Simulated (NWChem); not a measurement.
# Si₂NH₅O₂; SMILES [SiH2]1N[Si@@H](O1)O

```xyz
10

O     -0.0852    -2.1770    -0.5196
Si    -0.0020    -0.8455     0.4474
N      1.1881     0.3694     0.0601
Si    -0.0744     1.5526    -0.1696
O     -1.1923     0.3251     0.1633
H     -0.1132    -2.0259    -1.4696
H     -0.0103    -1.4048     1.8154
H      2.1983     0.3903     0.0572
H     -0.2156     2.1165    -1.5444
H     -0.1258     2.6708     0.8154
```
Atoms are numbered in this order, from 1.

Level: PBE0/def2-SVP (NWChem), optimised geometry, unscaled harmonic frequencies. 

```json
[
 {"frequency (cm⁻¹)": "150", "IR intensity (km/mol)": "0.7"},
 {"frequency (cm⁻¹)": "198", "IR intensity (km/mol)": "19.5"},
 {"frequency (cm⁻¹)": "345", "IR intensity (km/mol)": "110.6"},
 {"frequency (cm⁻¹)": "365", "IR intensity (km/mol)": "61.8"},
 {"frequency (cm⁻¹)": "425", "IR intensity (km/mol)": "71.2"},
 {"frequency (cm⁻¹)": "533", "IR intensity (km/mol)": "26.5"},
 {"frequency (cm⁻¹)": "605", "IR intensity (km/mol)": "4.2"},
 {"frequency (cm⁻¹)": "674", "IR intensity (km/mol)": "0.7"},
 {"frequency (cm⁻¹)": "702", "IR intensity (km/mol)": "91.9"},
 {"frequency (cm⁻¹)": "719", "IR intensity (km/mol)": "3.3"},
 {"frequency (cm⁻¹)": "782", "IR intensity (km/mol)": "24.8"},
 {"frequency (cm⁻¹)": "803", "IR intensity (km/mol)": "84.1"},
 {"frequency (cm⁻¹)": "847", "IR intensity (km/mol)": "134.6"},
 {"frequency (cm⁻¹)": "881", "IR intensity (km/mol)": "100.0"},
 {"frequency (cm⁻¹)": "913", "IR intensity (km/mol)": "139.4"},
 {"frequency (cm⁻¹)": "965", "IR intensity (km/mol)": "193.2"},
 {"frequency (cm⁻¹)": "983", "IR intensity (km/mol)": "364.7"},
 {"frequency (cm⁻¹)": "1028", "IR intensity (km/mol)": "43.7"},
 {"frequency (cm⁻¹)": "1037", "IR intensity (km/mol)": "384.9"},
 {"frequency (cm⁻¹)": "2237", "IR intensity (km/mol)": "180.5"},
 {"frequency (cm⁻¹)": "2248", "IR intensity (km/mol)": "147.1"},
 {"frequency (cm⁻¹)": "2321", "IR intensity (km/mol)": "124.1"},
 {"frequency (cm⁻¹)": "3707", "IR intensity (km/mol)": "56.3"},
 {"frequency (cm⁻¹)": "3925", "IR intensity (km/mol)": "99.0"}
]
```

The zero-point energy is 39.1 kcal/mol, the thermal correction to the enthalpy at 298.15 K (with zero-point energy) comes out as 43.6 kcal/mol and the heat capacity Cv is 23.4 cal/(mol K). The entropy at 298.15 K and 1 atm (symmetry number 1) is 77.6 cal/(mol K). The dipole moment comes out as 2.60 D.

Rigid rotor and harmonic oscillator.
